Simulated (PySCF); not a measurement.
NMR data simulated for an unnamed compound:

$^{1}$H NMR (400 MHz, computed): δ 5.92 (q, 1H), 0.67 (d, 3H).

$^{13}$C{$^{1}$H} NMR (computed): δ 7.0 (CH3).

- geometry from PBE0-D3(BJ)/def2-TZVP
- σ from GIAO-B97-2/pcSseg-2
- code: PySCF 2.14
- gas phase, non-relativistic Hamiltonian, rapidly exchanging positions averaged, one conformer

Shifts are taken against calculated references (same method and geometry level): TMS for $^{1}$H, $^{13}$C.

Which of these does the molecule contain: a ketone, a Si–CH3 group, a Si–H bond, a three-membered ring, an NH or NH2 group?

Answers


- A ketone: no.
- A Si–CH3 group: yes (δC 7.0; δH 0.67 (d)).
- A Si–H bond: yes (δH 5.92 (q)).
- A three-membered ring: no.
- An NH or NH2 group: no.

The data belong to Methyldichlorosilane (SMILES C[SiH](Cl)Cl); they needn't prove each group on their own.

Carbon signals by region: 1 below 50 ppm.

Shifts are as computed. Against solution values, carbons near 30 ppm lie about +3 ppm off and those near 130 ppm about +7 ppm. Of 1211 compounds with measured shifts, 218 miss one by over three times the rms of a fit or turn the order of signals round; such compounds aren't used in these exercises. No couplings were computed; multiplicities are counted from neighbouring protons, with m where these are inequivalent, close in shift, in a saturated or five-membered ring or joined by F or P, and br s for small geminal =CH2 splittings.
